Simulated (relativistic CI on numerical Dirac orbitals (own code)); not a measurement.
## Rh⁷⁺: resonant inelastic scattering at the L2,3 edge

Computed with this model: Dirac-Coulomb-Breit CI, KLI orbitals optimised for each configuration, model QED (radiative potential, 1s self-energy scaled to tabulated hydrogen-like ionisation energies), valence Slater integrals scaled by 0.7, Kramers-Heisenberg scattering through one core-hole configuration in a parametric crystal field; configurations [Kr] 4d2 → [He] 2s2 2p5 3s2 3p6 3d10 4s2 4p6 4d3; 300 K; core-hole width 0.96 eV; summed over polarisations. Incident energies are the highest absorption maxima for each field (at most a few, so the weaker spin-orbit partner edge can be absent), on the computed scale of the free ion. Intensities are in per cent of the strongest line above 0.02 eV; levels within 1 cm⁻¹ are merged; final levels count from the ground level, the first row holds all elastic scattering, lines under 0.4 are left out and each table stops after 24 rows. The scale of the Slater integrals is a model choice and moves the terms in proportion.

Field parameters in Wybourne normalisation: D4h B²₀ = −7Ds, B⁴₀ = 21(Dq − Dt), B⁴₄ = 21√(5/14) Dq; Td as Oh with Dq negative (B⁴₀ = 21Dq, B⁴₄ = √(5/14) B⁴₀). The field is a parameter set, without covalency, and values of 10Dq over about 45,000 cm⁻¹ lie beyond real compounds.

S is read from ⟨S²⟩ = S(S + 1).

D4h, 10Dq = 57850, Ds = 760, Dt = 920 cm⁻¹:

```
Final level (eV)  Degeneracy  Irrep     S  3019 eV  3023.3 eV  3025.2 eV
           0.000           1     B1  0.99   1050.9      493.3     1213.4
           0.011           1     B2  0.99     31.9        1.8        3.5
           0.091           2      E  0.99     89.3       19.4       19.7
           0.130           1     A1  0.98     71.2       14.9       10.4
           0.312           1     A2  1.00     13.4       10.2       24.0
           0.513           2      E  1.00     31.5        3.5       20.5
           0.570           1     A1  0.99      4.5        5.7       11.9
           1.489           1     A1  0.05     30.1        0.8        4.3
           1.595           2      E  0.04     37.0        1.4        9.5
           1.871           1     B2  0.03     21.9        1.0        3.9
           1.894           1     B1  0.03     18.8        1.1        7.5
           3.657           1     A1  0.03      4.4        2.2        0.5
           5.865           1     B1  1.00      0.7       36.8       29.7
           5.871           2      E  1.00      3.2      100.0       43.1
           6.655           1     A2  1.00      0.7       37.6       18.2
           6.662           1     A1  1.00      0.5       23.6       10.0
           6.696           2      E  0.99      0.3       31.4       18.8
           6.702           1     B2  0.98      0.6       15.5       17.8
           6.733           1     B1  1.00      0.5        9.2       26.7
           7.443           1     B2  0.24      0.8        5.3       59.0
           7.734           2      E  0.95      0.2        6.2       25.7
           7.741           1     A1  1.00      0.1        2.6        5.2
           7.801           1     A2  0.99      0.1        3.8        4.3
           7.803           1     B1  1.00      0.6        5.1       82.0
```

Td, 10Dq = -13550 cm⁻¹:

```csv
Final level (eV),Degeneracy,Irrep,S,3022.3 eV,3163.2 eV
0.000,3,T2,1.00,4100.7,468.5
1.266,2,E,0.58,49.2,86.4
1.651,1,A2,1.00,3.8,4.9
1.699,3,T2,0.99,100.0,99.8
1.783,3,T1,1.00,34.8,69.4
1.998,2,E,0.68,41.8,7.3
2.421,1,A1,0.66,9.2,62.5
2.582,3,T2,1.00,93.8,24.1
2.661,2,E,0.97,42.9,15.3
2.702,3,T1,0.98,62.9,52.3
3.041,1,A1,0.57,24.3,7.8
3.173,3,T2,0.24,75.3,7.1
3.710,3,T1,0.26,61.1,7.9
4.030,1,A1,0.99,1.0,2.1
4.111,2,E,1.00,10.1,0.9
4.114,3,T1,0.91,8.8,2.6
4.203,3,T2,0.89,7.0,1.3
5.206,2,E,0.04,2.1,0.2
5.235,3,T2,0.06,1.5,0.2
7.755,1,A1,0.04,0.5,0.3
```

For the first field the strongest loss at the lowest incident energy is the level at 0.09 eV (S = 0.99, against 0.99 in the thermal ground state). Levels of other spin, the first over 8 % at 1.49 eV, appear because spin-orbit coupling of the core hole, and in heavier ions of the valence shell too, mixes spins.
